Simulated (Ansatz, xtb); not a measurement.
Relative energy of two isomers of C6H6S

Structure X: `S=C1C=CC=CC1`, a singlet. Structure Y: `C=C1CC(=S)C1=C`, a singlet. Both are isolated molecules in the gas phase, relaxed with PBE-D3(BJ)/def2-SVP.

X (Å):

```xyz
13

C    -0.9812   -0.0860   -2.4368
C    -1.4400    0.2544   -1.1080
C    -0.5678    0.4423   -0.0623
C     0.8680    0.3122   -0.2217
C     1.3920   -0.0047   -1.4347
C     0.5213   -0.2274   -2.6317
S    -2.0434   -0.3130   -3.6960
H    -2.5263    0.3572   -0.9680
H    -0.9656    0.7004    0.9322
H     1.5206    0.4733    0.6493
H     2.4813   -0.1063   -1.5683
H     0.8362    0.4550   -3.4545
H     0.7283   -1.2341   -3.0623
```

Y (Å):

```xyz
13

C    -1.2667    0.5362   -2.9894
C    -0.5949    0.3743   -1.8365
C    -0.7971    0.8702   -0.3984
C     0.4853    0.1059   -0.0311
C     0.6406   -0.3532   -1.4387
C     1.5750   -1.1302   -2.0344
S     1.3353   -0.1150    1.3416
H    -0.9169    0.0681   -3.9230
H    -2.1856    1.1407   -3.0373
H    -0.7310    1.9688   -0.2449
H    -1.7080    0.5038    0.1223
H     1.5359   -1.3751   -3.1067
H     2.4030   -1.5325   -1.4289
```

Task: Which of the two would you expect CCSD(T)/def2-SVP + ΔMP2/def2-TZVPP electronic energies to favour?

Result: Structure X; the calculation gives E(Y) − E(X) = +29.6 kcal/mol.

The same difference at several levels:

```csv
level,geometry,E(Y) − E(X) (kcal/mol),departure from the last row (kcal/mol),"job, with rough time for the two"
GFN2-xTB,GFN2-xTB,+28.3,−1.3,"optimisation, 0.14 s"
HF/STO-3G,GFN2-xTB,+26.4,−3.2,"single point, 0.4 s"
r2SCAN-D4/def2-SVP,GFN2-xTB,+33.0,+3.4,"single point, 3.5 s"
PBE-D3(BJ)/def2-SVP,PBE-D3(BJ)/def2-SVP,+30.9,+1.3,"optimisation, 16 s"
HF/def2-SVP,PBE-D3(BJ)/def2-SVP,+29.9,+0.3,part of the CCSD(T) run
MP2/def2-SVP,PBE-D3(BJ)/def2-SVP,+30.4,+0.9,part of the CCSD(T) run
CCSD(T)/def2-SVP,PBE-D3(BJ)/def2-SVP,+29.1,−0.5,single point
CCSD(T)/def2-SVP + ΔMP2/def2-TZVPP,PBE-D3(BJ)/def2-SVP,+29.6,,"single point, 59 s"
```

As drawn, both hold the same kinds of bond in the same numbers. Structure X has a 6-membered ring, Y a 4-membered ring.

The levels shown agree on the order. The largest departure from CCSD(T)/def2-SVP + ΔMP2/def2-TZVPP is that of r2SCAN-D4/def2-SVP, 3.4 kcal/mol. The last row adds to CCSD(T) the change of the MP2 difference between the two basis sets, here +0.5 kcal/mol.

With thermal terms from frequencies at re-optimised GFN2-xTB minima (ideal gas, soft modes damped towards free rotors, one conformer each, 298.15 K, 1 atm): on the last row, ΔE + ΔZPE = +28.1, ΔH = +28.6, ΔG = +27.7 kcal/mol.

The correlated steps freeze 11 core orbitals. Programs: Ansatz 0.2.0, xtb 6.7.1; the last row on 4 threads of Arm Neoverse V1 on a shared host.
